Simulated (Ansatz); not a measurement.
Cost and result up the ladder for (H3Sn)2CH2 (CH₈Sn₂) (11 atoms). The state is a singlet with charge 0. Geometry: PBE0-D4/def2-SVP.

Cartesian coordinates in Å:
```
Sn 0.940 1.463 0.578
H 2.609 1.812 0.783
H 0.301 2.473 -0.654
H 0.109 1.770 2.046
C 0.669 -0.603 0.029
Sn -1.329 -1.112 -0.595
H -2.462 -0.461 0.519
H -1.518 -2.817 -0.657
H -1.623 -0.448 -2.149
H 0.941 -1.230 0.892
H 1.363 -0.846 -0.792
```

Ansatz on 4 threads of Intel Xeon on a shared host. Times are rough, and most runs start from the orbitals of an earlier one. ωB97M-V/def2-TZVP serves as the yardstick here, not as an exact answer. Differences are given only for rows in sets of like size (and for xTB, whose basis is part of the method), since another set adds its own error. Binding counts from free atoms at the same level (Sn triplet, H doublet, C triplet; other spins of the atoms weren't run), without zero-point energy or a counterpoise term.

In the def2 sets Sn takes a core potential, while STO-3G treats all electrons; there is no spin–orbit coupling. B3LYP takes the VWN-RPA correlation. Correlated methods freeze 9 core orbitals; core or outer-core shells of Sn are correlated, in sets that lack core-valence functions.

Correlated methods converge slowly with the basis.

```
                         level  functions  wall time
                     HF/STO-3G         67        1 s
               PBE-D4/def2-SVP        106      1.1 s
             BLYP-D4/def2-TZVP        179      1.9 s
              PBE0-D4/def2-SVP        106      2.1 s
           revPBE-D4/def2-TZVP        179      2.2 s
             PBE0-D4/def2-TZVP        179      2.6 s
PBE-D4/def2-TZVP (with forces)        179      2.7 s
           r2SCAN-D4/def2-TZVP        179      2.9 s
            B3LYP-D4/def2-TZVP        179        3 s
            BHLYP-D4/def2-TZVP        179        3 s
              B97M-V/def2-TZVP        179        6 s
             ωB97M-V/def2-TZVP        179        7 s
             CCSD(T)/def2-TZVP        179       60 s
```

(1) Estimate what each level gives for the binding energy per atom (eV).

## Answers

(1) 
```
                         level  binding energy per atom (eV)  difference from ωB97M-V/def2-TZVP (eV)
                     HF/STO-3G                          3.29                                       –
               PBE-D4/def2-SVP                          2.73                                       –
             BLYP-D4/def2-TZVP                          2.72                                   -0.05
              PBE0-D4/def2-SVP                          2.73                                       –
           revPBE-D4/def2-TZVP                          2.69                                   -0.08
             PBE0-D4/def2-TZVP                          2.74                                   -0.03
PBE-D4/def2-TZVP (with forces)                          2.75                                   -0.02
           r2SCAN-D4/def2-TZVP                          2.76                                   -0.01
            B3LYP-D4/def2-TZVP                          2.76                                   -0.01
            BHLYP-D4/def2-TZVP                          2.73                                   -0.04
              B97M-V/def2-TZVP                          2.83                                    0.06
             ωB97M-V/def2-TZVP                          2.77                                    0.00
             CCSD(T)/def2-TZVP                          2.68                                   -0.09
```
